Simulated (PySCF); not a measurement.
## Electron correlation in Nd (neodymium, neutral)

[Xe] 4f5 6s1, 6s spin antiparallel (an excited configuration). Computed with PySCF 2.14 in x2c-TZVPPall (11s7p7d4f2g, 113 functions), with the spin-free X2C one-electron Hamiltonian (Gaussian nucleus). Frozen: [Ar] 3d10; 32 electrons correlated.

MP2 pair energies summed by pair of shells (mhartree):

```csv
pair,energy,share (%)
4d-4d,-219.85,19.3
4d-4f,-194.71,17.1
4f-5p,-141.88,12.5
5p-5p,-119.12,10.5
4d-5p,-101.97,9.0
4f-4f,-83.97,7.4
4p-4d,-59.77,5.2
5s-5p,-35.16,3.1
4d-5s,-32.35,2.8
4f-5s,-29.10,2.6
4p-4f,-23.21,2.0
4s-4d,-19.49,1.7
4p-4p,-18.07,1.6
5p-6s,-11.55,1.0
4p-5p,-10.69,0.9
4s-4f,-7.09,0.6
5s-5s,-6.26,0.5
4f-6s,-6.25,0.5
4p-5s,-6.25,0.5
4s-4p,-6.20,0.5
4s-4s,-2.02,0.2
4d-6s,-1.48,0.1
4s-5p,-1.17,0.1
4s-5s,-0.94,0.1
5s-6s,-0.54,0.0
4p-6s,-0.14,0.0
4s-6s,-0.02,0.0
```

Total MP2 correlation energy: -1139.2 mhartree.

Same-spin part -455.19 and opposite-spin part -684.05 mhartree; SCS-MP2 scales them by 1/3 and 6/5 to -972.59 mhartree.

The reference is one real determinant that mixes LS terms of this configuration.

This basis was not built for core-valence correlation, so the inner-shell part is incomplete.
